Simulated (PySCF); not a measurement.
Species: `Cc1ccc(O[SiH3])o1`. The columns A, B, C and D hold Mulliken, IAO, Hirshfeld and ESP-fitted charges (e) of one PBE0/pcSseg-1 density (PySCF), in a shuffled order. Coordinates in Å (GFN2-xTB); the density's dipole moment is (-0.59, -0.95, -0.09) D.

```
atom       x       y       z       A       B       C       D
  C1  -2.445  -0.812  -0.241  -0.119  -0.132  -0.433  -0.664
  C2  -1.311   0.139  -0.106  +0.050  +0.058  +0.151  +0.234
  C3  -1.258   1.495  -0.047  -0.099  -0.169  -0.226  -0.252
  C4   0.112   1.852   0.084  -0.121  -0.129  -0.275  -0.490
  C5   0.794   0.676   0.097  +0.129  +0.496  +0.351  +0.464
  O6   2.092   0.432   0.199  -0.191  -0.598  -0.564  -0.423
 Si7   2.801  -1.049   0.193  +0.387  +0.670  +0.869  +0.613
  O8  -0.049  -0.371  -0.017  -0.069  -0.441  -0.274  -0.177
  H9  -3.375  -0.257  -0.316  +0.056  +0.126  +0.162  +0.200
 H10  -2.323  -1.429  -1.130  +0.047  +0.132  +0.156  +0.198
 H11  -2.494  -1.475   0.622  +0.047  +0.132  +0.156  +0.198
 H12  -2.089   2.169  -0.092  +0.054  +0.071  +0.162  +0.196
 H13   0.528   2.835   0.157  +0.053  +0.087  +0.169  +0.239
 H14   4.178  -0.605   0.336  -0.072  -0.104  -0.125  -0.103
 H15   2.312  -1.852   1.314  -0.076  -0.099  -0.139  -0.117
 H16   2.521  -1.739  -1.066  -0.076  -0.100  -0.139  -0.117
```

Problem. Which column most likely holds the ESP-fitted charges?

Solution. D. Σ q r misses the density's dipole by 0.01 D (D), 0.39 D (A), 0.89 D (C), 2.53 D (B). Charges fitted to the outside potential are the only set here that is tied to the molecule's multipoles.

Problem. And the Hirshfeld charges?

Solution. A. The mean sizes are 0.103 e (A), 0.221 e (B), 0.272 e (C), 0.293 e (D), and Hirshfeld charges are commonly the smallest of these schemes.

As computed, A = Hirshfeld, B = Mulliken, C = IAO, D = ESP-fitted. Hydrogens on carbon: Hirshfeld +0.05 to +0.06, Mulliken +0.07 to +0.13, IAO +0.16 to +0.17, ESP-fitted +0.20 to +0.24 e.

The IAO scheme projects the occupied orbitals on a minimal set of polarised atomic orbitals and counts the electrons in each atom's part of it. The ESP scheme is a least-squares fit of atom-centred charges to the potential on four shells outside the van der Waals surface, with the total charge fixed.

Geometry: GFN2-xTB, one conformer, isolated molecule.

The values belong to the conformer `[CH3:1][c:2]1[cH:3][cH:4][c:5]([O:6][SiH3:7])[o:8]1`: C4–C5–O6–Si7 180°.
